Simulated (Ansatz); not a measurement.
Consider the redistribution: `C[SiH2]O[SiH3]` + `C[SiH2][B](N)[AlH2]` → `C[SiH]([AlH2])O[SiH3]` + `C[SiH2]BN`.

Computed with Ansatz on PBE0-D4/def2-TZVP structures; ΔE is electronic, products minus reactants. CCSD(T)/CBS adds triple-zeta CCSD(T) − MP2 to the extrapolated MP2 energy (def2 sets, frozen cores). This one scheme is used for every species. Functionals use def2-TZVPP. Each species was taken in one conformer, which may not be the lowest.

`C[SiH2]O[SiH3]`:

Z-matrix (Å, degrees):
```
C
Si 1 1.856
H 1 1.092 2 110.9
H 1 1.093 2 110.3 3 -119.8
H 1 1.092 2 110.9 3 120.4
O 2 1.640 1 109.0 3 -60.2
H 2 1.489 1 110.7 3 179.8
H 2 1.489 1 110.7 3 59.8
Si 6 1.632 2 145.8 1 179.9
H 9 1.483 6 108.3 2 -179.8
H 9 1.487 6 110.4 2 -60.0
H 9 1.487 6 110.4 2 60.4
```

`C[SiH2][B](N)[AlH2]`:

Z-matrix (Å, degrees):
```
C
Si 1 1.882
H 1 1.093 2 110.4
H 1 1.093 2 110.9 3 119.7
H 1 1.092 2 111.2 3 -120.0
B 2 2.018 1 112.0 3 -57.7
H 2 1.501 1 109.1 3 177.8
H 2 1.497 1 108.4 3 62.5
Al 6 2.146 2 123.3 1 53.2
N 6 1.391 2 118.9 1 -126.9
H 9 1.595 6 123.6 2 -6.4
H 9 1.603 6 120.0 2 174.0
H 10 1.009 6 124.0 2 -179.2
H 10 1.010 6 123.4 2 0.2
```

`C[SiH]([AlH2])O[SiH3]`:

Z-matrix (Å, degrees):
```
C
Si 1 1.874
H 1 1.092 2 111.6
H 1 1.094 2 110.2 3 -120.0
H 1 1.093 2 110.7 3 120.5
Al 2 2.469 1 113.7 3 61.4
O 2 1.654 1 109.4 3 -61.4
H 2 1.501 1 106.9 3 -177.8
H 6 1.590 2 122.2 1 -131.7
H 6 1.593 2 119.6 1 49.1
Si 7 1.632 2 143.0 1 -78.5
H 11 1.488 7 110.6 2 71.6
H 11 1.484 7 108.5 2 -168.7
H 11 1.488 7 110.5 2 -48.6
```

`C[SiH2]BN`:

Z-matrix (Å, degrees):
```
C
Si 1 1.882
H 1 1.093 2 110.9
H 1 1.092 2 111.2 3 120.3
H 1 1.093 2 110.5 3 -119.6
B 2 2.017 1 112.5 3 61.1
H 2 1.498 1 109.0 3 -61.8
H 2 1.495 1 108.6 3 -177.2
N 6 1.387 2 121.0 1 -124.9
H 6 1.201 2 121.9 1 54.9
H 9 1.007 6 123.3 2 -0.2
H 9 1.007 6 123.4 2 -179.6
```

```tsv
level	ΔE (kJ/mol)
PBE-D4	-18.6
PBE	-19.0
PBE0	-18.4
HF/def2-TZVPP	-16.9
SCS-MP2/def2-TZVPP	-12.0
MP2/def2-QZVPP	-11.5
MP2/CBS(def2)	-11.7
CCSD/CBS(def2)	-14.5
```

What does CCSD(T)/CBS give? (An estimate is asked.)

Computed: -13.6 kJ/mol. The listed levels differ from it by -5.0, -5.4, -4.8, -3.3, 1.6, 2.1, 1.9, -0.9 kJ/mol.

Largest T1 diagnostic among the species: 0.013.

In def2-TZVPP, CCSD(T) changes the Hartree–Fock value by +3.4 kJ/mol (the triples alone add +0.9 kJ/mol) and MP2 by +5.3 kJ/mol.
